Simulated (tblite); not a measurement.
Species: C2H12OSi4.
Numbering: `[CH3:1][SiH2:2][Si@@H:3]([SiH3:4])[SiH2:5][CH:6]=[O:7]` (hydrogens: H8, H9, H10 on C1; H11, H12 on Si2; H13 on Si3; H14, H15, H16 on Si4; H17, H18 on Si5; H19 on C6)

Computed with GFN2-xTB (tblite), gas phase: L-BFGS steps from a force-field or distance-geometry start until the largest atomic force falls under 0.01 eV/Å.

Step 27: E = -579.5781 eV
```
atom  x, y, z in Å  |  force x, y, z in eV/Å
C1      1.6675   -1.7115    0.5649    0.015   0.004   0.015
Si2     0.9348   -0.5048    1.8336    0.025  -0.062  -0.040
Si3    -0.3811    1.0357    0.6677   -0.037  -0.027   0.031
Si4     0.8147    2.2411   -0.9299    0.025   0.022  -0.047
Si5    -2.3141    0.0770   -0.2088   -0.005   0.027   0.027
C6     -1.6385   -1.0313   -1.6155    0.039   0.005   0.004
O7     -0.4791   -0.9722   -1.9527    0.008   0.006  -0.011
H8      2.3591   -2.4117    1.0230    0.004  -0.015   0.013
H9      2.2064   -1.1805   -0.2145    0.010   0.005   0.010
H10     0.8916   -2.2917    0.0734   -0.009   0.008   0.014
H11     2.0530    0.1202    2.5603   -0.024  -0.001  -0.012
H12     0.2064   -1.2978    2.8395    0.000   0.019  -0.012
H13    -0.8909    1.9997    1.6782   -0.011   0.014  -0.005
H14    -0.0510    3.0423   -1.8037    0.013  -0.026   0.002
H15     1.7440    3.1901   -0.3026   -0.012  -0.017  -0.007
H16     1.6192    1.3636   -1.7787   -0.021   0.032   0.006
H17    -3.1396   -0.8331    0.5972   -0.005  -0.021   0.015
H18    -3.3018    0.9178   -0.9003   -0.010   0.018  -0.009
H19    -2.3101   -1.7437   -2.1386   -0.005   0.012   0.005
```

Step 28: E = -579.5786 eV
```
atom  x, y, z in Å  |  force x, y, z in eV/Å
C1      1.6680   -1.7122    0.5664    0.025  -0.025  -0.014
Si2     0.9349   -0.5063    1.8329    0.013  -0.035  -0.031
Si3    -0.3808    1.0335    0.6665   -0.028  -0.023   0.011
Si4     0.8150    2.2400   -0.9324    0.002   0.006  -0.012
Si5    -2.3160    0.0775   -0.2075   -0.007   0.012   0.017
C6     -1.6386   -1.0303   -1.6151    0.020   0.012   0.014
O7     -0.4785   -0.9666   -1.9488    0.011  -0.004  -0.021
H8      2.3587   -2.4136    1.0241    0.003  -0.011   0.015
H9      2.2083   -1.1809   -0.2121    0.010   0.003   0.009
H10     0.8925   -2.2920    0.0732   -0.004   0.014   0.017
H11     2.0511    0.1209    2.5595   -0.015   0.002  -0.008
H12     0.2065   -1.2973    2.8386   -0.009   0.008   0.000
H13    -0.8878    1.9993    1.6755   -0.015   0.020   0.004
H14    -0.0521    3.0400   -1.8038    0.000  -0.011  -0.011
H15     1.7411    3.1875   -0.3007    0.000  -0.002  -0.002
H16     1.6206    1.3678   -1.7827   -0.005   0.011  -0.009
H17    -3.1416   -0.8326    0.5985   -0.004  -0.020   0.013
H18    -3.3035    0.9191   -0.8982   -0.010   0.017  -0.009
H19    -2.3075   -1.7444   -2.1412    0.012   0.027   0.017
```

Step 29: E = -579.5788 eV
```
atom  x, y, z in Å  |  force x, y, z in eV/Å
C1      1.6687   -1.7128    0.5669    0.026  -0.037  -0.025
Si2     0.9352   -0.5078    1.8318    0.001  -0.009  -0.015
Si3    -0.3812    1.0319    0.6662   -0.013  -0.011  -0.002
Si4     0.8152    2.2396   -0.9340   -0.017  -0.008   0.017
Si5    -2.3171    0.0780   -0.2065   -0.012  -0.001   0.006
C6     -1.6381   -1.0296   -1.6147    0.006   0.017   0.018
O7     -0.4779   -0.9640   -1.9474    0.012  -0.006  -0.022
H8      2.3586   -2.4147    1.0250    0.006  -0.012   0.013
H9      2.2094   -1.1810   -0.2108    0.012   0.000   0.005
H10     0.8928   -2.2919    0.0735    0.000   0.012   0.013
H11     2.0498    0.1212    2.5588   -0.010   0.003  -0.006
H12     0.2064   -1.2967    2.8381   -0.013   0.000   0.006
H13    -0.8866    1.9994    1.6742   -0.015   0.020   0.007
H14    -0.0526    3.0386   -1.8040   -0.008  -0.001  -0.021
H15     1.7396    3.1861   -0.2999    0.008   0.007   0.001
H16     1.6211    1.3701   -1.7847    0.007  -0.003  -0.020
H17    -3.1426   -0.8328    0.5995   -0.001  -0.016   0.009
H18    -3.3044    0.9201   -0.8973   -0.007   0.013  -0.007
H19    -2.3062   -1.7442   -2.1421    0.019   0.033   0.023
```

**Question.** Estimate the geometry and energy of step 30. (The exact step hangs on the optimiser's Hessian estimate; all steps are aligned on step 29, rigid shifts and turns removed.)

**Answer.** E = -579.5791 eV, largest force 0.051 eV/Å
```
atom  x, y, z in Å  |  force x, y, z in eV/Å
C1      1.6699   -1.7141    0.5671    0.022  -0.035  -0.023
Si2     0.9356   -0.5096    1.8304   -0.011   0.014   0.002
Si3    -0.3818    1.0302    0.6661    0.001   0.005  -0.009
Si4     0.8151    2.2392   -0.9352   -0.030  -0.020   0.036
Si5    -2.3185    0.0785   -0.2054   -0.018  -0.011  -0.004
C6     -1.6374   -1.0286   -1.6139    0.000   0.020   0.017
O7     -0.4772   -0.9616   -1.9465    0.010  -0.005  -0.016
H8      2.3588   -2.4162    1.0261    0.010  -0.016   0.009
H9      2.2108   -1.1812   -0.2094    0.017  -0.006  -0.001
H10     0.8930   -2.2917    0.0739    0.003   0.004   0.005
H11     2.0483    0.1216    2.5581   -0.006   0.003  -0.005
H12     0.2060   -1.2962    2.8377   -0.014  -0.005   0.007
H13    -0.8859    2.0000    1.6731   -0.013   0.014   0.005
H14    -0.0532    3.0371   -1.8047   -0.014   0.006  -0.025
H15     1.7384    3.1849   -0.2991    0.011   0.012   0.002
H16     1.6217    1.3723   -1.7871    0.013  -0.011  -0.025
H17    -3.1436   -0.8334    0.6005    0.002  -0.010   0.002
H18    -3.3055    0.9213   -0.8967   -0.002   0.006  -0.002
H19    -2.3045   -1.7433   -2.1425    0.020   0.035   0.027
```

The energy changes by -0.0003 eV. The first-order estimate −F·Δx gives -0.0004 eV and the mean of the old and new forces, exact on a quadratic surface, -0.0003 eV. The step makes an angle of 64° with the force vector and moves no atom by more than 0.003 Å.

What follows is the cost of the whole relaxation. Time: 1.1 s wall. Hardware: one thread, Arm Neoverse V2 (aarch64), shared host with 96 logical CPUs at a one-minute load of 99.
